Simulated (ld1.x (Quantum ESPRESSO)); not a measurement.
## bismuth (Bi), TM: configuration errors across variants

```
Element                 : bismuth (Bi)
Generator               : ld1.x (Quantum ESPRESSO) 7.5
Type                    : norm-conserving Troullier–Martins (Kleinman–Bylander form)
Functional              : LDA (PZ)
Relativity              : fully relativistic
Frozen core             : [Kr] 4d10 4f14
Valence charge          : 23
Reference configuration : 5s2 5p6 5d10 6s2 6p3
Partial waves           : 5s (bound): rc 1.40 bohr; 5p (bound): rc 1.20 bohr; 5d (bound): rc 1.55 bohr
Local potential         : the d channel
Core correction         : none
```

Open shells are filled in proportion to 2j + 1 (rel_dist='average').

Occupied shells without a wave of their own: 6p, 6s. They enter only through the test configuration that unscreens the potential.

All-electron excitation energies from the reference (eV): (1) 5s2 5p6 5d10 6s2 6p2 8.305; (2) 5s2 5p6 5d10 6s2 6p1 24.051; (3) 5s2 5p6 5d10 6s2 6p0 47.985; (4) 5s2 5p6 5d10 6s1 6p0 93.882; (5) 5s1 5p6 5d10 6s2 6p3 165.678; (6) 5s2 5p5 5d10 6s2 6p3 104.991; (7) 5s2 5p6 5d10 6s1 6p4 9.942.

For the base: The 6p, 6s levels have no wave, so the channel is fitted at the deeper level alone: the likely source of the large errors.

On the changes marked as counting shells twice: ld1.x takes every shell without a wave as core, so the model core holds the marked electrons as well and exchange and correlation see them twice. This cancels in the reference configuration, but the file is broken for other ones, and its errors say nothing about a proper core correction.

3 further variants failed, have other tests or another functional or relativity, and are left out.

The file “base” misses its own reference levels by 1.9 eV. The file “core correction full core density, not smoothed (it rises at the typed radius of 1.32 bohr, so ld1.x skipped the fit) (6p, 6s counted twice)” misses its own reference levels by 1.9 eV. The file “wave 5d (bound): rc 1.55 bohr becomes 5d (bound): rc 2.00 bohr” misses its own reference levels by 1.8 eV.

Errors AE − PS in meV (a dash: test not solved or not reliable):

| change | (1) | (2) | (3) | (4) | (5) | (6) | (7) | bound ghosts |
| --- | --- | --- | --- | --- | --- | --- | --- | --- |
| base | -336 | -793 | -1392 | -565 | -224 | +29 | +1148 | none |
| core correction full core density, not smoothed (it rises at the typed radius of 1.32 bohr, so ld1.x skipped the fit) (6p, 6s counted twice) | -439 | -1228 | -2450 | -2338 | -378 | -42 | +1139 | none |
| wave 5d (bound): rc 1.55 bohr becomes 5d (bound): rc 2.00 bohr | -129 | -297 | -525 | +889 | -255 | +23 | +1274 | none |

(1) Give the same row for: wave 5p (bound): rc 1.20 bohr becomes 5p (bound): rc 1.40 bohr.

Answers

(1) -424, -1013, -1795, -1075, -197, +4.9, +1218; bound ghosts: none.
